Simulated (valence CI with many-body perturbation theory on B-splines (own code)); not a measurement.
## S11+: E2, M1 decay

Computed by configuration interaction combined with many-body perturbation theory (CI+MBPT): three valence electrons over a frozen Dirac-Fock core [He], a basis of 11 s, 11 p, 10 d, 8 f, 5 g, 2 h functions for each j, with the one-electron correlation potential Σ1 (screened to all orders), the two-electron term Σ2, the three-electron term Σ3, Breit, model QED; selected single and double excitations, second order for the rest, scaled by the run's own slope (own B-spline code, finite nucleus).

No measured levels were compared; by estimate levels of excited configurations hold to 0.05 to 0.15 % of their energy, terms of the ground configuration to about 0.5 %.

Lines 1 to 13 of 13 in falling wavelength, among levels below 3889.4 × 10³ cm⁻¹, chosen from the decays that carry over 1 % of a level's rate. Wavelengths and rates use the calculated energies, so an error of 300 cm⁻¹ moves a line at 37.74 Å by 0.011 % and its rate by three times that or more. Electric multipoles are in the length gauge, E1 and E2 with the static RPA response of the core. Weak lines are less certain than strong ones. Lines between different terms over intervals too small for the method are left out, as are lines whose strength nearly cancels.

| λ vac (Å) | Upper | Lower | Type | A (s⁻¹) | Branch % |
| --- | --- | --- | --- | --- | --- |
| 7610 | 2s2 2p 2P°_3/2 | 2s2 2p 2P°_1/2 | M1 | 2.05e+01 | 100.0 |
| 37.74 | 2s 2p 3p 4D_5/2 | 2s 2p2 4P_5/2 | E2 | 7.22e+07 | 10.2 |
| 37.64 | 2s 2p 3p 4D_7/2 | 2s 2p2 4P_5/2 | E2 | 7.87e+07 | 13.7 |
| 37.58 | 2s 2p 3p 4D_5/2 | 2s 2p2 4P_1/2 | E2 | 5.62e+07 | 8.0 |
| 37.55 | 2s 2p 3p 4D_7/2 | 2s 2p2 4P_3/2 | E2 | 5.29e+07 | 9.2 |
| 33.45 | 2p2 3d 2G_9/2 | 2s 2p2 2D_5/2 | E2 | 3.65e+08 | 36.7 |
| 32.71 | 2p2 3d 4F_7/2 | 2s 2p2 4P_5/2 | E2 | 1.06e+08 | 1.1 |
| 32.68 | 2p2 3d 4F_5/2 | 2s 2p2 4P_3/2 | E2 | 2.18e+08 | 1.8 |
| 32.66 | 2p2 3d 4F_9/2 | 2s 2p2 4P_5/2 | E2 | 4.31e+08 | 8.8 |
| 32.66 | 2p2 3d 4F_3/2 | 2s 2p2 4P_1/2 | E2 | 3.42e+08 | 3.2 |
| 32.64 | 2p2 3d 4F_7/2 | 2s 2p2 4P_3/2 | E2 | 3.25e+08 | 3.5 |
| 32.63 | 2p2 3d 4F_5/2 | 2s 2p2 4P_1/2 | E2 | 1.90e+08 | 1.6 |
| 32.52 | 2p2 3d 4D_7/2 | 2s 2p2 4P_5/2 | E2 | 2.56e+08 | 1.2 |
